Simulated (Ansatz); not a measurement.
Reaction: H2BSO (SMILES OB[S], doublet) → H2BSO (SMILES O[B]S, doublet)
Each species at its own B3LYP-D3(BJ)/def2-TZVP minimum (Ansatz, a program for electronic structure), one conformer.

Property: isomerisation energy (electronic), in kcal/mol. Radicals and triplets start from unrestricted determinants; spin-orbit coupling is neglected. CBS(X,Y): correlation extrapolated as X^-3, Hartree-Fock from the larger set. A bracket is a step between two methods taken in the basis named. The functionals are non-relativistic, so their misses hold any scalar relativity. '+ core + X2C': CCSD(T) terms for core correlation (cc-pwCVTZ, 1s frozen past Ne) and scalar relativity (cc-pVTZ-DK).

CCSD(T)/CBS(cc-pV(T+d)Z,cc-pV(Q+d)Z) + [CCSDT(Q) - CCSD(T)]/cc-pV(D+d)Z + core + X2C (Ansatz) gives 15.4 kcal/mol.

How far off this value is PBE/def2-TZVPD (Ansatz), in which direction, and which of these levels come nearer: r2SCAN/def2-TZVPD, B3LYP/def2-TZVPD, wB97M-V/def2-TZVPD, CCSD(T)/CBS(cc-pV(T+d)Z,cc-pV(Q+d)Z) + core + X2C?

PBE gives 13.4 kcal/mol, 2.0 kcal/mol below it. Differences of the others: r2SCAN/def2-TZVPD (Ansatz) -2.1; B3LYP/def2-TZVPD (Ansatz) 1.2; wB97M-V/def2-TZVPD (Ansatz) 1.1; CCSD(T)/CBS(cc-pV(T+d)Z,cc-pV(Q+d)Z) + core + X2C (Ansatz) 0.0 kcal/mol. Nearer than PBE: B3LYP/def2-TZVPD, wB97M-V/def2-TZVPD, CCSD(T)/CBS(cc-pV(T+d)Z,cc-pV(Q+d)Z) + core + X2C.
